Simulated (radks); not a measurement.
The numbers below are computed, except where a source is named.
Excited configurations of Ba III: one electron is placed in a higher orbital outside [Kr] 4d10 5s2 5p5. The ground configuration is [Xe]. Level of theory: scalar-relativistic Kohn-Sham, PBEsol, spin-polarised, spherical densities, point nucleus; open shells are filled with parallel spins first (spin-orbit coupling, left out, can overturn this in heavy ions) (a radial shooting solver on a logarithmic mesh with Libxc functionals). Excitation = E - E(ground); binding = E(ion) - E, where the ion is the core of charge +3; n* = 3/sqrt(2 binding) in atomic units, and the quantum defect is n - n*.

outer orbital,excitation (eV),binding (eV),n*,quantum defect,eigenvalue (eV),<r> (bohr)
4f,20.434,15.847,2.780,1.220,-9.582,1.651
5d,17.726,18.555,2.569,2.431,-14.611,2.674
5f,28.465,7.816,3.958,1.042,-6.312,5.910
6s,19.104,17.177,2.670,3.330,-14.659,3.744
6p,22.735,13.546,3.007,2.993,-11.529,4.441
6d,27.124,9.157,3.657,2.343,-7.726,6.058
6f,31.048,5.233,4.837,1.163,-4.350,10.06
7s,27.048,9.234,3.642,3.358,-7.978,6.915
7p,28.508,7.774,3.969,3.031,-6.673,7.916
7d,30.556,5.725,4.625,2.375,-4.892,10.19
7f,32.568,3.713,5.743,1.257,-3.167,15.15

The Delta-SCF ionisation energy is 36.281 eV (NIST Atomic Spectra Database: 35.844 eV, measured). Self-interaction in the functional shifts the binding energies and quantum defects, so they are the method's values and not measured ones. Open shells are spherical and high-spin; term and fine-structure splittings are not resolved. Spin-orbit splitting is averaged out at the scalar-relativistic level.
